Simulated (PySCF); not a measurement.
C₂H₉FSi₃. Atoms are numbered in the order given.

```xyz
15

F      1.6642     1.5859     0.8404
Si     1.0887     0.7638    -0.4565
C      1.2121    -1.0855    -0.1037
Si    -0.3871    -1.6504     0.7490
C     -1.7761    -0.7877    -0.2154
Si    -1.2602     1.0125    -0.5820
H      1.9086     1.1845    -1.6286
H      1.2927    -1.6115    -1.0732
H      2.1184    -1.3270     0.4759
H     -0.5366    -3.1360     0.7444
H     -0.3902    -1.1754     2.1645
H     -1.9005    -1.3129    -1.1791
H     -2.7435    -0.8404     0.3092
H     -1.7424     1.9328     0.4897
H     -1.7815     1.4904    -1.8974
```

Geometry optimised at B3LYP-D3(BJ)/def2-SVP. The structure was generated by enumeration; whether it is a known compound was not checked. One conformer was computed; it need not be the lowest.

Computed with PBE/pcSseg-1 run with PySCF.

GIAO shieldings, no solvent; atoms listed in one row are averaged. δ = σ(ref) − σ: ¹⁹F against CFCl3 (σ = 133.6 ppm); ²⁹Si against TMS (σ = 335.4 ppm); ¹³C against TMS (σ = 182.0 ppm); ¹H against TMS (σ = 31.49 ppm), references at their B3LYP-D3(BJ)/def2-TZVP geometries, non-relativistic.

```
nucleus     atoms  count  δ (ppm)
-------  --------  -----  -------
¹⁹F            F1      1   -246.4
²⁹Si          Si2      1     42.7
²⁹Si          Si4      1    -29.9
²⁹Si          Si6      1    -71.0
¹³C            C3      1      2.1
¹³C            C5      1    -10.5
¹H             H7      1     6.42
¹H            H10      1     5.10
¹H            H11      1     4.63
¹H       H14, H15      2     4.33
¹H             H9      1     0.92
¹H            H13      1     0.71
¹H            H12      1    -0.06
¹H             H8      1    -0.23
```
